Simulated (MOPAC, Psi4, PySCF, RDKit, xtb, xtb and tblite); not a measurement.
Two geometries of SMILES N#Cc1ccccc1O (C7H5NO), relaxed at GFN2-xTB with one dihedral held; other torsions can differ between them too.

Structure A

```
14

N      2.9993     1.7255    -0.0592
C      1.9910     1.1808    -0.0519
C      0.7332     0.5364    -0.0207
C     -0.4346     1.2969     0.0381
C     -1.6665     0.6759     0.0858
C     -1.7417    -0.7089     0.0772
C     -0.5912    -1.4732     0.0123
C      0.6562    -0.8642    -0.0624
O      1.8077    -1.5841    -0.1377
H     -0.3562     2.3736     0.0589
H     -2.5674     1.2674     0.1365
H     -2.7029    -1.1980     0.1249
H     -0.6509    -2.5529     0.0119
H      1.7614    -2.3699     0.4179
```

Structure B

```
14

N      3.0189     1.7228    -0.0632
C      2.0127     1.1745    -0.0377
C      0.7558     0.5296    -0.0049
C     -0.4128     1.2874     0.0558
C     -1.6456     0.6666     0.0882
C     -1.7200    -0.7176     0.0600
C     -0.5684    -1.4810    -0.0002
C      0.6808    -0.8727    -0.0335
O      1.8316    -1.5792    -0.0924
H     -0.3348     2.3641     0.0770
H     -2.5469     1.2575     0.1352
H     -2.6812    -1.2082     0.0851
H     -0.6310    -2.5611    -0.0220
H      1.6460    -2.5265    -0.1066
```

Which is lower in energy at the level PBE0-D3(BJ)/def2-SVP // GFN2-xTB (Psi4), and by how much?

B is lower, by 8.63 kJ/mol (dihedral C3–C8–O9–H14: 140° in A, 180° in B).

E(B) − E(A) in kJ/mol at the other levels, on the same two geometries: GFN2-xTB (xtb and tblite) -10.70; MMFF94 // GFN2-xTB (RDKit) -6.38; PBE0/def2-SVP // GFN2-xTB (Psi4) -8.65; PBE/def2-SVP // GFN2-xTB (Psi4) -9.73; PBE-D3(BJ)/def2-SVP // GFN2-xTB (Psi4) -9.72; UFF // GFN2-xTB (RDKit) -9.36; PM6, restricted, heats of formation // GFN2-xTB (MOPAC) -6.74; PM7, restricted, heats of formation // GFN2-xTB (MOPAC) -6.28; GFN1-xTB // GFN2-xTB (xtb) -8.31; restricted B3LYP/6-31G*, spherical d, density fitting // GFN2-xTB (PySCF) -8.19; restricted BP86/6-31G*, spherical d, density fitting // GFN2-xTB (PySCF) -9.20; restricted Hartree-Fock/3-21G, density fitting // GFN2-xTB (PySCF) -4.77; restricted M06-2X/6-31G*, spherical d, density fitting // GFN2-xTB (PySCF) -7.65.
